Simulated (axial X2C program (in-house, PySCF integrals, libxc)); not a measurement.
**RhP: from the spin-free to the two-component result**

Computed with an axial X2C code built on PySCF integrals. Spin-free means the one-electron spin-free X2C Hamiltonian; two-component (2c) means X2C with spin–orbit coupling and atomic mean-field two-electron Coulomb and Gaunt terms, so the difference of the two also holds small scalar two-electron terms. Basis: Rh dyall-cv3z [12s12p8d5f3g], P dyall-v3z [8s7p2d1f] (cores contracted in-house); Gaussian nuclei, density fitting, unrestricted open shells. Masses: Rh 102.906 u, P 30.974 u.

Spin-free state: M_S = 2, Λ = 2 (beyond evenly filled blocks: σα, π+α, π-α, δ+α, δ+β, δ-α); fragments Rh + P.

| level | Re (Å) | ωe (cm⁻¹) | De (eV) | μ (D) |
| --- | --- | --- | --- | --- |
| PBE0 | 2.136 | 411.2 | 2.722 | -3.02 |
| HF | 2.406 | 277.2 | 0.504 | -5.19 |

Dipoles are positive if P is the positive end.

Two-component determinant lowest at the distance of the search:

Ω = 4 (⟨Sz⟩ = 1.99, ⟨Lz⟩ = 2.01 at PBE0); fragments Rh + P.

```csv
level,Re (Å),ωe (cm⁻¹),μ (D)
PBE0,2.136,410.8,-3.03
HF,2.407,276.9,-5.19
```

Task: From the two tables, how do the constants change at the PBE0 level (2c against spin-free)?

Result: At the PBE0 level Re is unchanged within 0.001 Å and ωe drops by 0.4 cm⁻¹.

Dissociation energies refer to the lowest single-determinant-based atoms at the same level and basis. De is not given where an atomic determinant may have missed its ground term or J level, or where the truncated virtual space spoils (T). Density functionals use the spin component along the axis (collinear). Without a current term, density functionals place determinants with orbital angular momentum somewhat too high. The state is one determinant with fixed occupations, lowest in a PBE0 search at one distance only: followed along the bond, the spin-free determinant M_S = 1, Λ = 1 reaches 0.10 eV lower at PBE0, at Re = 2.010 Å, so the state shown is not the lowest. With several unpaired electrons one determinant need not be a pure state. Open-shell Ω = 0 determinants with evenly filled partner blocks cannot be reached by this program, so the Ω shown need not be the lowest component.
